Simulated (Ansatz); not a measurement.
Cartesian coordinates in Å:
```
C -0.703 -2.133 0.335
Si 0.643 -1.029 -0.311
C 0.239 -0.248 -1.949
Cl 2.338 -2.194 -0.594
C 1.189 0.220 0.987
C 0.632 1.379 1.357
Si -0.916 2.123 0.723
F -1.648 2.893 1.893
F -1.922 1.017 0.196
Cl -0.621 3.444 -0.785
H -0.402 -2.606 1.272
H -0.927 -2.921 -0.389
H -1.613 -1.555 0.512
H 1.041 0.418 -2.270
H -0.693 0.319 -1.908
H 0.125 -1.032 -2.702
H 2.112 -0.061 1.499
H 1.127 1.966 2.132
```

Charge 0, multiplicity 1.

(1) List the ωB97M-V/def2-TZVPP orbital energies in eV (Ansatz 0.2.0). (Best estimate.)

## Answers

(1) The calculation gave: Occupied: -2772.43, -2771.62, -1809.70, -1807.78, -678.27, -678.09, -282.17, -282.14, -281.18, -281.15, -262.84, -262.04, -200.31, -200.19, -200.19, -199.50, -199.39, -199.39, -150.51, -148.76, -104.67, -104.66, -104.58, -102.94, -102.85, -102.83, -37.09, -36.55, -26.46, -25.71, -24.77, -22.85, -22.22, -19.94, -18.64, -17.26, -16.96, -16.57, -16.03, -15.92, -15.49, -15.11, -14.76, -14.39, -14.31, -14.04, -13.90, -13.21, -12.54, -12.43, -12.31, -12.25, -11.63, -11.14, -10.85, -10.64. Lowest empty: 0.36, 2.13, 2.65, 2.91, 3.25, 3.35, 3.55, 3.92.
